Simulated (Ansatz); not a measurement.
Isolated molecules relaxed with PBE0-D4/def2-TZVP in Ansatz; ΔE leaves out vibrations. CCSD(T)/CBS is the MP2 limit (def2-TZVPP, def2-QZVPP) plus CCSD(T) − MP2 in def2-TZVPP, frozen cores. This one scheme is used for every species. Each species was taken in one conformer, which may not be the lowest.

Reaction (ligand exchange at the Si–O bond): `BO[SiH]([SiH3])Cl` + H–F → `F[SiH]([SiH3])Cl` + `BO`

```tsv
species	SCS-MP2/def2-QZVPP energy (Eh)
`BO[SiH]([SiH3])Cl`	-1141.49963
H–F	-100.36288
`F[SiH]([SiH3])Cl`	-1140.12014
`BO`	-101.75932
```

Task: Work out ΔE.

Result: ΔE = (-1140.12014) + (-101.75932) − (-1141.49963) − (-100.36288) = -0.01695 Eh = -0.46 eV. CCSD(T)/CBS gives -0.45 eV.

Largest T1 diagnostic among the species: 0.014.

In def2-TZVPP, CCSD(T) changes the Hartree–Fock value by +0.07 eV (the triples alone add +0.01 eV) and MP2 by +0.10 eV. From PBE to PBE0 (25 % exact exchange), in def2-TZVPP and without D4, ΔE moves by +0.05 eV.
